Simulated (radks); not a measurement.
Spherical quantum dot in the effective-mass picture: electrons in a parabolic well V = omega^2 r^2 / 2 with omega = 0.082, with a point charge +1 (a donor) at the centre, all in effective atomic units (hartree* = m*/eps^2 hartree, bohr* = eps/m* bohr), one dielectric constant everywhere. Method: non-relativistic Kohn-Sham, PBE, spin-polarised, spherical densities; computed with a radial shooting solver with Libxc functionals. Levels are named by radial order and angular momentum (1s, 1p, 1d, 2s, ...), and open shells are averaged over m. Results are scaled to m* = 0.028 and eps = 14.5, for which hartree* = 3.624 meV and bohr* = 27.4 nm.

N = 6, configuration 1s2 1p(up 3, down 0) 2s(up 1, down 0). This is the lowest configuration that the search found (a dilute case). Occupied levels:

level    occupation  eigenvalue (meV)  <r> (nm)
1s up             1            2.4553     82.94
1s down           1            2.5325     79.02
2s up             1            2.7103     175.3
1p up             3            2.7129     199.2

Energy (meV): total 5.97691, kinetic 2.8330, external -4.3884, Hartree 10.822, exchange-correlation -3.2899.

Electron density:

r (nm)  n(r) (e/nm^3)
7.03       0.00001056
24.7        3.113e-06
42.3        1.058e-06
60.0        4.140e-07
77.6        1.908e-07
95.3        1.110e-07
113         8.572e-08
131         7.992e-08
148         7.950e-08
166         7.801e-08
184         7.248e-08
201         6.240e-08
219         4.904e-08
237         3.456e-08
254         2.175e-08
272         1.248e-08
289         6.684e-09
307         3.302e-09
325         1.531e-09
343         6.466e-10
